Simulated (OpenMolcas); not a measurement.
**How basis sets differ on ZnSiH2O**

ZnSiH2O: 5 atoms, total charge 0, spin state singlet. The shape comes from GFN2-xTB, which is rough for such elements, and wasn't checked as a minimum.

```xyz
5

O     1.5476   -0.5142   -0.0604
Si    0.2418    0.2324   -0.2307
Zn   -1.1074   -1.3047    1.2278
H    -0.6058    0.1132   -1.4271
H    -0.0762    1.4732    0.4906
```

Quantity: the dipole moment, in D. The values are calculated.

```tsv
level	kind	program	value (D)	CPU time
HF/STO-3G	Hartree–Fock	OpenMolcas	3.09	4.2 s
HF/3-21G	Hartree–Fock	OpenMolcas	4.33	2.3 s
HF/def2-SVP	Hartree–Fock	OpenMolcas	5.22	4.6 s
HF/cc-pVTZ-DK (DKH2, RICD fitting)	Hartree–Fock	OpenMolcas	4.96	21 s
```

The values span 3.09 to 5.22 D. Sets without polarisation functions give poor dipoles. Times are those of the runs behind each value, whatever else they computed, on shared processors of several kinds: orders of magnitude only.
